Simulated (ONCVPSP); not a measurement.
**Ranking ONCV potentials for arsenic**

All share these settings but for the change named:

ONCVPSP 4.0.1 input, shortened (lines: element, Z, core and valence counts, functional; n l f; lmax; l rc ep ncon nbas qcut; lloc lpopt rc5 dvloc0; l nproj debl; icmod fcfact rcfact), PBE, scalar-relativistic:

```
  As 33.00    3    5        4      upf
    1    0    2.00
    2    0    2.00
    2    1    6.00
    3    0    2.00
    3    1    6.00
    3    2   10.00
    4    0    2.00
    4    1    3.00
    2
    0    0.80    0.00    4    7   11.70
    1    1.15    0.00    4    7   13.30
    2    0.65    0.00    5    9   22.40
    2    5    0.65    0.00
    0    2    3.50
    1    3    0.70
    2    0    1.50
    0    0.00    0.00
```

Test errors are all-electron minus pseudo excitation energies from the reference, over 3s2 3p6 3d10 4s2 4p2; 3s2 3p6 3d10 4s2 4p1; 3s2 3p6 3d10 4s2 4p0; 3s2 3p6 3d9 4s2 4p4. None of these files shows a bound ghost.

The base gives 3.7 meV.

Of 8 variants that were run, those that failed, showed a ghost or another fault, or gave nearly equal values are left out.

A variant can come out equal or close to the base, since the largest error may sit in a test that the change hardly touches while other tests move.

(1) Rank these variants by their largest absolute test error, smallest first.
A. p: rc 1.4
B. p: rc 1.56
C. p: rc 1.2
D. p: rc 1.02

## Answers

(1) C (2.9 meV), D (3.6 meV), A (7.3 meV), B (8.4 meV).
